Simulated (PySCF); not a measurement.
**Polarisability and C₆ of As (arsenic, neutral)**

[Ar] 3d10 4s2 4p3, high-spin 4S determinant. Calculation: PySCF 2.14, in aug-cc-pVTZ-DK (7s6p4d2f, 59 functions); the spin-free X2C one-electron Hamiltonian (Gaussian nucleus). Coupled (time-dependent) response in atomic units; α is the mean over directions.

| method | mean α (bohr³) | C₆ (like pair) | S(−4) |
| --- | --- | --- | --- |
| UHF | 30.24 | 256.1 | 261.0 |
| PBE | 33.09 | 282.3 | 364.3 |
| PBE0 | 31.55 | 267.2 | 310.8 |
| TPSSh | 31.46 | 268.4 | 303.9 |
| TPSS | 31.98 | 273.8 | 320.5 |

S(−4) is the Cauchy moment in α(ω) = α(0) + S(−4) ω² + …

Reference α: 30 ± 1 bohr³ (recommended; Schwerdtfeger and Nagle, table of static dipole polarizabilities (2023 update)). Published C₆: 246.0 (Chu and Dalgarno (2004); Tang, Norbeck and Certain (1976)).

α(iu) at PBE:

| u (hartree) | α(iu) (bohr³) |
| --- | --- |
| 0 | 33.09 |
| 0.0500 | 32.22 |
| 0.100 | 29.94 |
| 0.200 | 23.87 |
| 0.300 | 18.36 |
| 0.500 | 11.10 |
| 0.750 | 6.551 |
| 1.00 | 4.280 |
| 1.50 | 2.246 |
| 2.00 | 1.396 |
| 3.00 | 0.7026 |
| 5.00 | 0.2855 |

A single London oscillator, α(iu) = α/(1 + u²/ω²), gives C₆ = (3/4) ω α². Matching the computed C₆ needs ω = 4 × 282.3 / (3 × 33.09²) = 0.344 hartree.
